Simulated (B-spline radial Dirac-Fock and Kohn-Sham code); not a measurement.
# The K-LL Auger spectrum of Ga⁶⁺

System: the Ga⁶⁺ ion in the configuration 1s2 2s2 2p6 3s2 3p6 3d7.

The computed values come from a B-spline atomic structure program: ΔSCF Dirac-Fock with Breit, self-energy and vacuum polarisation, finite nucleus, configuration average. The two-hole levels come from diagonalising the Coulomb interaction among the jj configurations; intensities are independent-particle Coulomb rates. Kinetic energies are from the vacuum level. Correlation energy is missing from these numbers. Open outer shells are spectators and are not coupled to the holes. Labels follow the leading weight; the literature often keeps the label of the LS limit.

```tsv
kinetic energy (eV)	J	leading jj holes (weight)	leading LS term (weight)
7531.3	0	L1L1 (0.98)	¹S0 (0.98)
7683.6	1	L1L2 (0.63)	¹P1 (0.91)
7715.6	0	L1L2 (1.00)	³P0 (1.00)
7729.0	1	L1L3 (0.63)	³P1 (0.91)
7743.4	2	L1L3 (1.00)	³P2 (1.00)
7841.5	0	L2L2 (0.91)	¹S0 (0.62)
7873.6	2	L2L3 (0.96)	¹D2 (0.84)
7885.1	1	L2L3 (1.00)	³P1 (1.00)
7895.8	0	L3L3 (0.91)	³P0 (0.63)
7909.5	2	L3L3 (0.96)	³P2 (0.84)
```

The intensity is shared as follows: 7873.6 eV 51.6 %, 7683.6 eV 19.4 %, 7909.5 eV 9.2 %, 7531.3 eV 6.5 %, 7841.5 eV 4.2 %, 7729.0 eV 3.4 %, 7743.4 eV 2.8 %, 7895.8 eV 2.2 %, 7715.6 eV 0.7 %, 7885.1 eV 0.0 %.

The strongest line, by its leading LS label ¹D2, lies at 7873.6 eV. The mean weight of the leading component is 0.90 in jj and 0.87 in LS coupling, so jj labels describe these levels better.

Run: 29 s of CPU time on 1 thread of Neoverse-N1 (shared host), peak memory 0.37 GiB.
